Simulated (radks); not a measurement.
Initial-state core-level shifts of neutral ruthenium when its valence configuration changes from [Kr] 4d7 5s1. All-electron calculation, Dirac Kohn-Sham, PBE, spin-unpolarised, spherical densities, finite nucleus; open shells are shared between the two j in proportion to 2j + 1; Fermi nuclear charge, rms radius 4.4809 fm. Program: a radial shooting solver on a logarithmic mesh with Libxc functionals. Shifts are changes of the shell-averaged eigenvalues in eV (positive: less bound); the change of the density at the nucleus, which sets a Mossbauer isomer shift, is in e/bohr^3, on a base of 1.101e+05.

valence               1s       3d      4s      4p  density at nucleus
4d5 5s1 5p2      -10.291  -10.634  -9.919  -9.563              +11.17
4d6 5s2           -3.428   -3.613  -3.333  -3.179              +18.97
4d6 5s1 5p1       -4.990   -5.143  -4.896  -4.748               +5.05
4d5 5s2 5p1       -8.927   -9.292  -8.570  -8.219              +28.34
4d7 5p1           -1.598   -1.556  -1.615  -1.630              -13.05
4d7 5s0.5 5p0.5   -0.842   -0.820  -0.850  -0.859               -6.24
4d8               +2.758   +2.916  +2.775  +2.664              -14.06
4d6.5 5s0.5 5p1   -3.220   -3.274  -3.199  -3.137               -4.61
4d7.5 5s0.5       +1.471   +1.554  +1.468  +1.408               -7.59
